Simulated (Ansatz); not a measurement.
Born–Oppenheimer molecular dynamics of FGaH₄ (6 atoms, charge 0, multiplicity 1). It starts at the highest image of a converged band, a first-order saddle point between two minima.

All numbers below come from RKS B3LYP/def2-SVP (Ansatz).

```yaml
ensemble: NVE (velocity Verlet)
time_step: 0.5 fs
steps_asked: 200
starting_velocities_drawn_for: 300 K
seed: 5317
```

Frames 5 fs apart, positions in Å.

Velocities at 10 fs (Å/ps):

```
Ga -0.49 2.52 -0.41
H 3.62 14.73 -28.97
H 1.80 -15.34 -10.02
H 15.65 -11.22 -10.53
F 0.57 -6.65 2.52
H 1.74 -37.46 30.27
```

```xyz
6
Properties=species:S:1:pos:R:3 time_fs=10 energy_less_start_eV=-0.139 T=570
Ga 0.008 -0.131 -0.077
H -0.004 0.090 1.538
H 1.452 0.031 -0.669
H -1.383 0.033 -0.718
F 0.058 -2.011 0.842
H 0.158 -1.301 1.511
6
Properties=species:S:1:pos:R:3 time_fs=15 energy_less_start_eV=-0.243 T=770
Ga 0.006 -0.117 -0.079
H 0.020 0.199 1.460
H 1.440 -0.055 -0.733
H -1.353 -0.030 -0.810
F 0.062 -2.047 0.857
H 0.145 -1.526 1.648
6
Properties=species:S:1:pos:R:3 time_fs=20 energy_less_start_eV=-0.285 T=851
Ga 0.006 -0.102 -0.083
H 0.035 0.367 1.491
H 1.395 -0.154 -0.820
H -1.366 -0.111 -0.936
F 0.066 -2.091 0.874
H 0.113 -1.775 1.763
6
Properties=species:S:1:pos:R:3 time_fs=25 energy_less_start_eV=-0.292 T=864
Ga 0.005 -0.085 -0.087
H 0.025 0.523 1.421
H 1.348 -0.257 -0.907
H -1.300 -0.203 -0.979
F 0.070 -2.138 0.896
H 0.076 -2.027 1.816
6
Properties=species:S:1:pos:R:3 time_fs=30 energy_less_start_eV=-0.232 T=748
Ga 0.005 -0.067 -0.091
H -0.001 0.652 1.256
H 1.312 -0.346 -0.951
H -1.249 -0.296 -0.956
F 0.073 -2.187 0.917
H 0.039 -2.266 1.857
6
Properties=species:S:1:pos:R:3 time_fs=35 energy_less_start_eV=-0.227 T=739
Ga 0.006 -0.051 -0.097
H -0.025 0.834 1.201
H 1.296 -0.408 -0.929
H -1.319 -0.393 -0.929
F 0.076 -2.236 0.941
H 0.003 -2.477 1.830
6
Properties=species:S:1:pos:R:3 time_fs=40 energy_less_start_eV=-0.172 T=633
Ga 0.007 -0.036 -0.105
H -0.039 0.997 1.168
H 1.322 -0.441 -0.860
H -1.380 -0.460 -0.832
F 0.079 -2.284 0.965
H -0.037 -2.662 1.810
6
Properties=species:S:1:pos:R:3 time_fs=45 energy_less_start_eV=-0.166 T=621
Ga 0.006 -0.021 -0.113
H -0.032 1.045 1.034
H 1.378 -0.448 -0.770
H -1.367 -0.481 -0.671
F 0.082 -2.331 0.989
H -0.082 -2.816 1.771
6
Properties=species:S:1:pos:R:3 time_fs=50 energy_less_start_eV=-0.094 T=481
Ga 0.005 -0.007 -0.120
H -0.005 1.105 0.944
H 1.413 -0.433 -0.684
H -1.399 -0.516 -0.558
F 0.086 -2.378 1.014
H -0.128 -2.929 1.718
6
Properties=species:S:1:pos:R:3 time_fs=55 energy_less_start_eV=-0.039 T=375
Ga 0.005 0.005 -0.127
H 0.029 1.237 0.947
H 1.416 -0.422 -0.639
H -1.451 -0.566 -0.518
F 0.091 -2.424 1.038
H -0.192 -3.038 1.689
6
Properties=species:S:1:pos:R:3 time_fs=60 energy_less_start_eV=-0.054 T=405
Ga 0.003 0.018 -0.133
H 0.049 1.278 0.887
H 1.414 -0.435 -0.660
H -1.399 -0.576 -0.511
F 0.096 -2.470 1.063
H -0.255 -3.102 1.635
6
Properties=species:S:1:pos:R:3 time_fs=65 energy_less_start_eV=-0.042 T=381
Ga 0.002 0.032 -0.136
H 0.049 1.247 0.785
H 1.386 -0.463 -0.727
H -1.343 -0.579 -0.550
F 0.103 -2.514 1.088
H -0.334 -3.158 1.594
```

Of the whole run (100 fs, mean temperature of the second half 396 K): The conserved energy stayed within 0.068 meV per atom of its start (net change 0.059 meV per atom), so the integration is sound. The kinetic energy rose, since the run started high on the potential surface and went downhill. It ends in pieces (FH + GaH3), so much of that is their flight and rotation, not heat. A run of 0.1 ps of so small a system gives no equilibrium averages. The orbitals stay closed-shell, which can raise the energy where a bond breaks towards radicals; this wasn't checked here.

Run time: 5.6 min on 1 thread of Arm Neoverse V1 (shared host), peak memory 0.12 GiB.
